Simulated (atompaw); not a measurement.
An all-electron radial function and its pseudo partner (Mg)

Columns: radius, all-electron u(r) and pseudo u(r) of the 3s shell (level -5.22 eV) of magnesium in the configuration [Ne] 3s1.5 3p0.5; PBE, scalar-relativistic, PAW (atompaw) scheme, atompaw 4.2.0.5.

| r (bohr) | all-electron | pseudo |
| --- | --- | --- |
| 0.110 | 0.0969 | 0.0458 |
| 0.219 | -0.0671 | 0.0909 |
| 0.329 | -0.1962 | 0.1358 |
| 0.438 | -0.2460 | 0.1794 |
| 0.548 | -0.2328 | 0.2222 |
| 0.658 | -0.1789 | 0.2636 |
| 0.767 | -0.1036 | 0.3029 |
| 0.877 | -0.0181 | 0.3406 |
| 0.987 | 0.0689 | 0.3762 |
| 1.096 | 0.1517 | 0.4092 |
| 1.206 | 0.2291 | 0.4401 |
| 1.315 | 0.2982 | 0.4682 |
| 1.425 | 0.3598 | 0.4940 |
| 1.535 | 0.4130 | 0.5171 |
| 1.644 | 0.4579 | 0.5373 |
| 1.754 | 0.4956 | 0.5549 |
| 1.863 | 0.5265 | 0.5698 |
| 1.973 | 0.5517 | 0.5821 |
| 2.083 | 0.5714 | 0.5918 |
| 2.192 | 0.5859 | 0.5988 |
| 2.302 | 0.5959 | 0.6034 |
| 2.412 | 0.6016 | 0.6055 |
| 2.521 | 0.6035 | 0.6052 |
| 2.631 | 0.6020 | 0.6025 |
| 2.740 | 0.5975 | 0.5975 |
| 2.850 | 0.5903 | 0.5903 |

Question: How many radial nodes do the two functions have?

Answer: The all-electron 3s function has n − l − 1 = 2; the pseudo-wave has 0, since the states of the same l below it are removed with the core.

Question: Is the pseudo-wave norm-conserving?

Answer: No, it belongs to a PAW set: the norm inside the radius is not constrained, and the difference is carried by the augmentation charge.
